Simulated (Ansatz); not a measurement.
Ansatz (an electronic-structure program) input (CCSD(T)/aug-cc-pVDZ):

Ansatz 0.2 input:
```yaml
crystal:
  periodic: [false, false, false]
  atoms:
    - {symbol: C, position_ang: [-2.10029410, 0.93471957, 0.71740957]}
    - {symbol: C, position_ang: [-0.97293424, -0.09355503, 0.62843438]}
    - {symbol: C, position_ang: [-1.45303827, -1.38813702, -0.02964645]}
    - {symbol: C, position_ang: [0.22073271, 0.53748080, -0.13170209]}
    - {symbol: C, position_ang: [1.39460887, -0.38892293, -0.15382920]}
    - {symbol: O, position_ang: [2.55988524, 0.35029579, -0.90511020]}
    - {symbol: H, position_ang: [-2.47301529, 1.19170081, -0.27656126]}
    - {symbol: H, position_ang: [-1.77247271, 1.85290218, 1.20726320]}
    - {symbol: H, position_ang: [-2.93375491, 0.52955926, 1.29068653]}
    - {symbol: H, position_ang: [-0.63657070, -0.31978244, 1.64584677]}
    - {symbol: H, position_ang: [-2.33448794, -1.76535175, 0.48795424]}
    - {symbol: H, position_ang: [-1.73201159, -1.21722637, -1.07234679]}
    - {symbol: H, position_ang: [-0.70535993, -2.18380423, -0.00123284]}
    - {symbol: H, position_ang: [-0.08545140, 0.77574463, -1.15294460]}
    - {symbol: H, position_ang: [0.49543253, 1.46937545, 0.37394701]}
    - {symbol: H, position_ang: [1.80219480, -0.62895454, 0.82537808]}
    - {symbol: H, position_ang: [1.27239518, -1.27089580, -0.77325860]}
    - {symbol: H, position_ang: [3.41592124, -0.11692575, -0.89191872]}
    - {symbol: H, position_ang: [2.67364887, 1.27177981, -0.60592852]}
basis:
  gaussian:
    orbitals: aug-cc-pVDZ
total_charge: 1
magnetization: {spin_polarized: false}
correlation: {method: ccsd_t, electrons: outside_noble_gas}
output: {forces: true}
```

Output:

```
Functional definition: HF
integrals: 2.04 GiB planned
2498 factors; integrals over basis functions are off by at most 6.7e-4 eV
1.27 GiB of device memory are held for the factors and their scratch space
mean field: 1.69 GiB planned
mean field evaluation 1: about -7379.4370 eV, gradient 6.1e1 eV
mean field evaluation 2: about -7379.4933 eV, gradient 6.1e1 eV
mean field evaluation 4: about -7388.8519 eV, gradient 5.0e0 eV
mean field evaluation 8: about -7388.9504 eV, gradient 2.9e-1 eV
mean field evaluation 16: about -7386.8586 eV, gradient 2.8e1 eV
mean field -7388.95082490 eV, -271.5389344043 hartree, gradient 2.5e-6 eV, S^2 0.000000; 0 other end points of the search recorded, 0 dependent functions left out
6 core orbitals not correlated
reference -7388.95082490 eV, -271.5389344043 hartree; 19, 19 occupied and 230, 230 virtual orbitals, 2498 factors
densities: 15.23 GiB planned
second order -25.77601070 eV of doubles, -0.00000000 eV of singles
coupled cluster: 14.14 GiB planned
cycle   1  -27.06290027 eV  change    -1.3e0 eV  update   1.0e-1
cycle   2  -27.73456765 eV  change   -6.7e-1 eV  update   2.9e-2
cycle   3  -27.85278317 eV  change   -1.2e-1 eV  update   1.2e-2
cycle   4  -27.85229644 eV  change    4.9e-4 eV  update   2.9e-3
cycle   5  -27.85252628 eV  change   -2.3e-4 eV  update   1.2e-3
cycle   6  -27.85295615 eV  change   -4.3e-4 eV  update   4.0e-4
cycle   7  -27.85283865 eV  change    1.2e-4 eV  update   1.8e-4
cycle   8  -27.85280280 eV  change    3.6e-5 eV  update   6.5e-5
cycle   9  -27.85280351 eV  change   -7.0e-7 eV  update   2.3e-5
cycle  10  -27.85279788 eV  change    5.6e-6 eV  update   7.5e-6
perturbative correction -0.88568297 eV, -0.0325482489 hartree
the calculation of the forces begins
1.27 GiB of device memory are held for the factors and their scratch space
Total energy: -7417.68930576 eV, -272.5950540962 hartree
Atom 0 at    -2.100294     0.934720     0.717410 Å, force     0.068111    -0.055670    -0.027797 eV/Å
Atom 1 at    -0.972934    -0.093555     0.628434 Å, force     0.099081     0.021774    -0.085438 eV/Å
Atom 2 at    -1.453038    -1.388137    -0.029646 Å, force     0.050082     0.095211     0.005590 eV/Å
Atom 3 at     0.220733     0.537481    -0.131702 Å, force    -0.230024     0.065383     0.031613 eV/Å
Atom 4 at     1.394609    -0.388923    -0.153829 Å, force     0.263724     0.021453    -0.028461 eV/Å
Atom 5 at     2.559885     0.350296    -0.905110 Å, force    -0.177016    -0.011855    -0.243107 eV/Å
Atom 6 at    -2.473015     1.191701    -0.276561 Å, force    -0.152744     0.103725    -0.461742 eV/Å
Atom 7 at    -1.772473     1.852902     1.207263 Å, force     0.161007     0.408871     0.224167 eV/Å
Atom 8 at    -2.933755     0.529559     1.290687 Å, force    -0.372248    -0.192019     0.264228 eV/Å
Atom 9 at    -0.636571    -0.319782     1.645847 Å, force     0.152141    -0.099513     0.455100 eV/Å
Atom 10 at    -2.334488    -1.765352     0.487954 Å, force    -0.395494    -0.168518     0.246563 eV/Å
Atom 11 at    -1.732012    -1.217226    -1.072347 Å, force    -0.115464     0.100467    -0.469932 eV/Å
Atom 12 at    -0.705360    -2.183804    -0.001233 Å, force     0.348264    -0.355016     0.019989 eV/Å
Atom 13 at    -0.085451     0.775745    -1.152945 Å, force    -0.133530     0.098180    -0.457737 eV/Å
Atom 14 at     0.495433     1.469375     0.373947 Å, force     0.133155     0.396883     0.221874 eV/Å
Atom 15 at     1.802195    -0.628955     0.825378 Å, force     0.171013    -0.100349     0.440131 eV/Å
Atom 16 at     1.272395    -1.270896    -0.773259 Å, force    -0.037710    -0.392707    -0.301321 eV/Å
Atom 17 at     3.415921    -0.116926    -0.891919 Å, force     0.090753     0.000422     0.077339 eV/Å
Atom 18 at     2.673649     1.271780    -0.605929 Å, force     0.076898     0.063279     0.088941 eV/Å
Dipole moment:     1.793400     0.159407    -0.262424 e Å
```

It need not be the lowest isomer of its formula.
